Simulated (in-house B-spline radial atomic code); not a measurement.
Results of a calculation; reference values are marked as such.
# Correlation energy from the adiabatic connection: −Z exp(−kr)/r, Z = 1.38, k = 0.123

Two electrons in a singlet, external potential −Z exp(−kr)/r, Z = 1.38, k = 0.123 (atomic units). Full CI in B-splines (partial waves to l = 8, correlation up to 0.6 % small) with the density held fixed gives W(λ) = <V_ee>_λ − U, and E_c is the integral of W(λ) − W(0) from 0 to 1.

| λ | W(λ) − W(0) (hartree) |
| --- | --- |
| 0 | 0.00000 |
| 0.02 | -0.00205 |
| 0.05 | -0.00506 |
| 0.12 | -0.01182 |
| 0.25 | -0.02347 |
| 0.4 | -0.03563 |
| 0.6 | -0.05000 |
| 0.8 | -0.06259 |
| 1 | -0.07370 |

Problem. Integrate the table by the trapezoid rule.

Solution. The strips give -0.00002, -0.00011, -0.00059, -0.00229, -0.00443, -0.00856, -0.01126, -0.01363, which sum to -0.04090 hartree. The direct value, W(1) − W(0) + T_c with T_c = 0.03269, is -0.04101; the curve is convex, so chords lie above it and the trapezoids fall short in size by 0.27 %.

Problem. Now use only three numbers: W(0) = -0.62081, the initial slope W'(0) = -0.1031 (extrapolated from the first points) and the strong-coupling limit of the point-charge-plus-continuum model, W∞ = -0.89265. What do second-order theory and the interpolation W(λ) = W∞ + (W(0) − W∞)/√(1 + 2χλ) of Seidl, Perdew and Levy give?

Solution. Second order keeps the slope alone: E_c = W'(0)/2 = -0.05155, +26 % in size against -0.04101. Matching the slope fixes χ = W'(0)/(W∞ − W(0)) = -0.1031/(-0.27184) = 0.37927. Integrating, with s = √(1 + 2χ) = 1.326097, E_c = −(W(0) − W∞)(s − 1)/(s + 1) = −0.27184 × 0.326097/2.326097 = -0.03811 hartree, -7.1 % in size against the full result. At λ = 1 the formula gives W − W(0) = -0.06685 against -0.07370. Part of the miss can come from the model's W∞.
